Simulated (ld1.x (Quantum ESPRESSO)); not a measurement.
## silicon: variants of one TM potential

Base potential:

ld1.x (Quantum ESPRESSO) 7.5 input, shortened:

```
&input
   title='Si', zed=14., rel=0, dft='PBESOL', iswitch=3,
   config='[Ne] 3s1 3p3 3d-2'
 /
 &inputp
   pseudotype=2, tm=.true., lloc=-1, rcloc=1.20,
   nlcc=.true., new_core_ps=.true., rcore=1.30
 /
3
3S  1  0   1.00   0.00  1.40  1.40  0.0
3P  2  1   3.00   0.00  1.75  1.75  0.0
3D  3  2  -2.00  -0.15  1.50  1.50  0.0
 &test
   configts(1)='3s1 3p3'
 /
```

All-electron outer shells of the reference configuration (PBEsol, non-relativistic, ld1.x):

| shell | level (eV) | outermost node (bohr) | outermost maximum (bohr) |
| --- | --- | --- | --- |
| 2p | -97.08 | – | 0.39 |
| 3s | -11.46 | 0.72 | 1.77 |
| 3p | -4.65 | 0.72 | 2.11 |

Cutoffs, loose and tight: the cutoffs (Ry, on a coarse ladder) from which the occupation-weighted sum of valence levels, in a spherical-Bessel basis at the reference potential, stays within 10 and 1 mRy of its value at 400 Ry. They do not see the model core or the augmentation charge, which bear on the density cutoff. Test errors are all-electron minus pseudo excitation energies from the reference, over the configurations 3s2 3p2; 3s2 3p1; 3s2 3p0; 3s2 3p1.5; 3s1 3p0; 3s1 3p2; 3s0 3p4. A dash means not determined; rows that change the core or the reference have their own tests. The largest error is taken over the tests solved by every variant that gives reliable tests at all: 3s0 3p4; 3s1 3p0; 3s1 3p2; 3s2 3p0; 3s2 3p1; 3s2 3p1.5.

A true bound ghost makes a file unfit for plane-wave use even where its test errors are small: the radial tests pick states by their node count and pass the ghost by.

Cutoffs are not given where the Bessel-basis levels miss the radial ones by over 6 mRy, ghosts where they miss by over 20 mRy; a channel whose overlap is not positive is not tested.

```csv
change,outcome,"cutoff, loose","cutoff, tight",bound ghosts,largest test error (meV)
base,generated,15 Ry,55 Ry,none,+215
type TM semilocal; local potential the s channel,generated,25 Ry,60 Ry,none,+62
wave 3d channel at -0.15 Ry: rc 1.50 bohr becomes 3d channel at -0.15 Ry: rc 1.12 bohr,generated,15 Ry,55 Ry,none,+215
wave 3d channel at -0.15 Ry: rc 1.50 bohr becomes 3d channel at 1.41 Ry: rc 1.50 bohr,generated,15 Ry,55 Ry,none,+215
core correction Bessel-smoothed model core inside 1.72 bohr,generated,15 Ry,55 Ry,none,+212
wave 3p (bound): rc 1.75 bohr becomes 3p (bound): rc 2.12 bohr,generated,15 Ry,45 Ry,s,+219
local potential all-electron potential smoothed inside 1.15 bohr (lloc = -1),generated,15 Ry,55 Ry,none,+140
local potential all-electron potential smoothed inside 1.14 bohr (lloc = -1),generated,15 Ry,55 Ry,none,+140
"all radii but the core radius scaled by about 1.27 (s 1.78, p 2.22, d 1.90 bohr); local potential all-electron potential smoothed inside 1.52 bohr (lloc = -1)",generated,12 Ry,35 Ry,none,+76
reference 3s2 3p2,generated,18 Ry,70 Ry,none,+301
```

Task: What comes out with this change to the base: wave 3s (bound): rc 1.40 bohr becomes 3s (bound): rc 0.88 bohr?

Result: outcome: generated; bound ghosts: not determined; largest test error (meV): +250.
